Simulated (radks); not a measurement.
Task: Zr+, configuration [Kr] 4d2 5p1 (not the ground configuration). Calculated with a radial shooting solver on a logarithmic mesh with Libxc functionals: scalar-relativistic Kohn-Sham, r2SCAN, spin-polarised, spherical densities, finite nucleus; open shells are filled with parallel spins first (spin-orbit coupling, left out, can overturn this in heavy ions); meta-GGA in the generalised Kohn-Sham scheme; Fermi nuclear charge, rms radius 4.2694 fm. Some entries of the table are withheld. Estimate them.

| orbital | occ. | eigenvalue (Ry) | <r> (bohr) | <r^2> (bohr^2) |
|---|---|---|---|---|
| 1s down | 1 | -1313.703 | 0.03707 | 0.001854 |
| 1s up | 1 | -1313.703 | 0.03707 | 0.001854 |
| 2s up | 1 | -183.3677 | 0.1625 | 0.03113 |
| 2s down | 1 | -183.3505 | 0.1625 | 0.03113 |
| 2p up | 3 | -163.4011 | 0.1417 | 0.02456 |
| 2p down | 3 | -163.3883 | 0.1417 | 0.02455 |
| 3s up | 1 | -30.91011 | 0.4573 | 0.2398 |
| 3s down | 1 | -30.90298 | 0.4574 | 0.2398 |
| 3p up | 3 | -24.33805 | 0.4614 | 0.2481 |
| 3p down | 3 | -24.32906 | 0.4614 | 0.2481 |
| 3d up | 5 | -13.59063 | 0.4526 | 0.2478 |
| 3d down | 5 | -13.57482 | 0.4525 | 0.2476 |
| 4s up | 1 | -4.73787 | 1.220 | (1) |
| 4s down | 1 | -4.64053 | 1.213 | (2) |
| 4p up | 3 | -3.07552 | 1.372 | (3) |
| 4p down | 3 | -2.95868 | 1.358 | (4) |
| 4d up | 2 | -0.84679 | 2.095 | 5.317 |
| 4d down | 0 | -0.65522 | 2.020 | 4.984 |
| 5p up | 1 | -0.52847 | 4.181 | 19.66 |

Result: 
(1) 4s up <r^2> (bohr^2): 1.687
(2) 4s down <r^2> (bohr^2): 1.668
(3) 4p up <r^2> (bohr^2): 2.156
(4) 4p down <r^2> (bohr^2): 2.111
